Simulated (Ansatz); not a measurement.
Ansatz (a first-principles code) input (PBE/6-31G):

Ansatz 0.2 input:
```yaml
crystal:
  periodic: [false, false, false]
  atoms:
    - {symbol: Ga, position_ang: [-0.00000000, -0.00000000, -0.05278277]}
    - {symbol: H, position_ang: [0.00000000, 0.00000000, 1.63626580]}
basis:
  gaussian:
    orbitals: 6-31G
hamiltonian:
  xc: {name: PBE}
magnetization: {spin_polarized: false}
```

Output:

```
Functional definition: PBE
integrals: 0.00 GiB planned
285 factors; integrals over basis functions are off by at most 5.2e-4 eV
mean field: 0.05 GiB planned
mean field evaluation 1: about -52374.8404 eV, gradient 1.4e1 eV
mean field evaluation 2: about -52374.8464 eV, gradient 1.5e1 eV
mean field evaluation 4: about -52375.3965 eV, gradient 3.9e-1 eV
mean field evaluation 8: about -52375.3973 eV, gradient 7.0e-4 eV
mean field -52375.39730033 eV, -1924.7603494677 hartree, gradient 2.4e-5 eV, S^2 0.000000; 0 other end points of the search recorded, 0 dependent functions left out
reference -52375.39733527 eV, -1924.7603507516 hartree; 16, 16 occupied and 15, 15 virtual orbitals, 285 factors
Total energy: -52375.39733527 eV, -1924.7603507516 hartree
```
